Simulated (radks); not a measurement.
Values are calculated unless marked as measured or tabulated.
Orbital eigenvalues (eV) of the tin ion Sn+, [Kr] 4d10 5s2 5p1, at several levels of relativity; Dirac values are averaged over j with weights 2j + 1. Spin-unpolarised spherical Kohn-Sham, LDA (Slater exchange, Perdew-Wang correlation), point nucleus unless stated (finite: rms radius 4.6519 fm), a radial shooting solver on a logarithmic mesh with Libxc functionals. A level marked "c x" has the speed of light scaled by that factor and shares open shells by 2j + 1; other Dirac levels either fill j = l - 1/2 first or share by 2j + 1.

| shell | non-rel. | scalar-rel. | Dirac, 2j+1 shares, finite nucleus | Dirac, c x 2 | change of magnitude, last against first (%) |
|---|---|---|---|---|---|
| 2s | -4131.2 | -4384.0 | -4379.6 | -4189.8 | +1.42 |
| 2p | -3867.2 | -3938.7 | -3940.3 | -3884.6 | +0.45 |
| 3s | -800.57 | -851.96 | -851.16 | -812.49 | +1.49 |
| 3p | -691.51 | -706.45 | -706.86 | -695.18 | +0.53 |
| 3d | -488.50 | -481.76 | -481.25 | -486.74 | -0.36 |
| 4s | -131.71 | -141.72 | -141.61 | -134.03 | +1.76 |
| 4p | -95.400 | -97.621 | -97.757 | -95.956 | +0.58 |
| 4d | -35.316 | -33.932 | -33.917 | -34.971 | -0.98 |
| 5s | -17.272 | -18.157 | -18.150 | -17.475 | +1.18 |
| 5p | -10.542 | -10.519 | -10.533 | -10.538 | -0.03 |
| 6s (empty) | -4.1139 | -4.2404 | -4.2395 | -4.1431 | +0.71 |
| 4f (empty) | -0.95536 | -0.94896 | -0.94931 | -0.95368 | -0.18 |
